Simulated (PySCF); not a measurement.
## Working out the ionisation energy of Nb

Nb [Kr] 4d4 5s1 (6D) → Nb⁺ [Kr] 4d4 (5D). Calculation: PySCF 2.14, in def2-QZVPPD with the def2 core potential (28 electrons) (7s5p4d3f2g, 81 functions); a scalar-relativistic core potential. Frozen: 4s2 4p6. Energies in hartree (1 hartree = 27.21139 eV):

| part | Nb (lower) | Nb⁺ (upper) |
| --- | --- | --- |
| UHF | -56.330292 | -56.109340 |
| CCSD correlation | -0.061996 | -0.042618 |
| (T) | -0.001848 | -0.000690 |

Problem. What does Hartree-Fock give?

Solution. (-56.109340) − (-56.330292) = 0.220952 hartree = 6.012 eV.

Problem. What do CCSD and CCSD(T) give?

Solution. The CCSD correlation energies differ by 0.019378 hartree = 0.527 eV and the triples by 0.001158 hartree = 0.032 eV, so CCSD gives 6.539 eV and CCSD(T) 6.571 eV.

Measured between the centres of the two terms (NIST): 6.776 eV, so CCSD(T) (valence) is off by -0.205 eV.

What remains against the reference includes basis incompleteness, the frozen core and higher excitations.
